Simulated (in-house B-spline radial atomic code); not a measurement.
The numbers below are computed, except where a source is named.
## From levels and matrix elements to observables: Xe⁴³⁺

One electron outside the [He] 2s2 2p6 core, from an all-electron radial atomic-structure program (B-spline basis): Brueckner orbitals with a screened correlation potential on Dirac-Hartree-Fock, Breit and QED terms for the lowest states, dipole elements in length form with static core polarisation. The core's own polarisability, by RPA, is 0.0001885 bohr³.

| state | removal energy (cm⁻¹) | size of the reduced dipole element to 3s1/2 (a.u.) |
| --- | --- | --- |
| 3s1/2 | 26885649 | - |
| 4s1/2 | 14626217 | - |
| 3p1/2 | 26078765 | 0.2096 |
| 3p3/2 | 25384816 | 0.3027 |
| 4p1/2 | 14292772 | 0.0796 |
| 4p3/2 | 14010440 | 0.09736 |

Use R = 109737.3 cm⁻¹, 1 hartree = 219474.6 cm⁻¹, c = 137.036 and 1 a.u. of rate = 4.1341e16 s⁻¹.

(1) Find the quantum defects of the two s states and predict 5s1/2.

(2) What are the wavelength, oscillator strength and rate of 3s1/2–3p3/2?

## Answers

(1) With n* = 44 √(R/E): 3s1/2 has n* = 2.8111, δ = 0.1889; 4s1/2 has n* = 3.8112, δ = 0.1888. Ritz's form δ = δ0 + b/n*² gives b = 0.003, δ0 = 0.1886, so with n* ≈ 5 − 0.1888, δ = 0.1887 and E = R × 44²/(5 − 0.1887)² = 9177757 cm⁻¹. The program finds 9186054 cm⁻¹.

(2) ΔE = 1500833 cm⁻¹ = 6.83830 hartree, λ = 6.663 nm in vacuum. f = (2/3) ΔE D²/(2j + 1 of the lower state) = (2/3) × 6.83830 × 0.3027²/2 = 0.2089. A = (4/3) ΔE³ D²/(c³ (2j' + 1)) = 3.7953e-06 a.u. = 1.569e+11 s⁻¹, a partial lifetime of 0.006373 ns.
